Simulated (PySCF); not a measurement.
A structure optimised at PBE-D3(BJ)/def2-SVP, used in a PySCF frequency run:

```xyz
8

Ge    -0.3730     0.2860     0.0000
C      0.5530     1.9986     0.0000
Cl     0.2454    -0.8363     1.7600
Cl     0.2454    -0.8363    -1.7600
H     -1.9196     0.3313     0.0000
H      0.2737     2.5709     0.9057
H      0.2737     2.5709    -0.9057
H      1.6444     1.8185     0.0000
```
Charge 0, spin multiplicity 1.

Task: Write its SMILES, formula and point group.

Result: [CH3][GeH]([Cl])[Cl], CH4Cl2Ge, Cs

Task: What are its rotational constants (standard atomic weights)?

Result: 3.4964, 2.0581, 1.4798 GHz
